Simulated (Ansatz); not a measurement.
Geometry optimisation, RHF/def2-SVP (Ansatz 0.2.0).

Input file:

```yaml
crystal:
  periodic: [false, false, false]
  atoms:
    - { symbol: C, position_ang: [-0.0553, 1.8525, -0.6047] }
    - { symbol: C, position_ang: [0.6101, 0.877, 0.2641] }
    - { symbol: C, position_ang: [0.2762, -0.585, -0.119] }
    - { symbol: "N", position_ang: [1.3388, -1.4431, 0.6124] }
    - { symbol: Si, position_ang: [-1.4668, -1.1813, 0.2501] }
    - { symbol: H, position_ang: [0.2317, 2.9252, -0.3682] }
    - { symbol: H, position_ang: [0.1408, 1.7243, -1.6709] }
    - { symbol: H, position_ang: [-1.1492, 1.8839, -0.4818] }
    - { symbol: H, position_ang: [0.3695, 1.094, 1.3581] }
    - { symbol: H, position_ang: [1.6935, 1.0659, 0.1821] }
    - { symbol: H, position_ang: [0.4708, -0.7251, -1.1581] }
    - { symbol: H, position_ang: [1.2144, -2.4045, 0.2874] }
    - { symbol: H, position_ang: [2.1707, -1.1294, 0.3988] }
    - { symbol: H, position_ang: [-1.615, -2.6118, -0.0342] }
    - { symbol: H, position_ang: [-2.434, -0.4484, -0.5843] }
    - { symbol: H, position_ang: [-1.8191, -0.9167, 1.7126] }
basis:
  gaussian: { orbitals: def2-SVP }
hamiltonian:
  xc: hf
relax:
  f_tol: 0.015
  max_steps: 40
```

Run as:

```bash
$ ansatz run input.yaml --threads 2 --pin off --max-ram 3072MiB --backend cpu --events-out ev --progress --plain --runs-dir out
```

Task: Where does it end, and by what steps?

Result: The run converged. After 8 steps the energy has fallen by 0.694 eV; H16 moved furthest, 0.24 Å.

```csv
step,energy less start (eV),largest force component (eV/Å),accepted
0,0.0000,7.862,yes
1,-0.5975,1.365,yes
2,-0.6790,0.307,yes
3,-0.6877,0.155,yes
4,-0.6901,0.037,yes
5,-0.6919,0.054,yes
6,-0.6921,0.110,yes
7,-0.6939,0.028,yes
8,-0.6940,0.009,yes
```

```xyz
16
Properties=species:S:1:pos:R:3
C -0.128 1.913 -0.557
C 0.650 0.864 0.232
C 0.352 -0.591 -0.151
N 1.233 -1.469 0.615
Si -1.440 -1.132 0.231
H 0.194 2.918 -0.280
H 0.028 1.800 -1.632
H -1.203 1.854 -0.372
H 0.476 0.993 1.303
H 1.722 1.038 0.081
H 0.509 -0.686 -1.237
H 1.147 -2.428 0.332
H 2.198 -1.212 0.493
H -1.519 -2.612 0.136
H -2.404 -0.561 -0.743
H -1.837 -0.711 1.595
```

Whether the end is a true minimum wasn't checked by a vibrational analysis.

The run took 15 s on 2 threads of Intel(R) Xeon(R) 6975P-C (Granite Rapids) (shared host), peak memory 0.32 GiB.
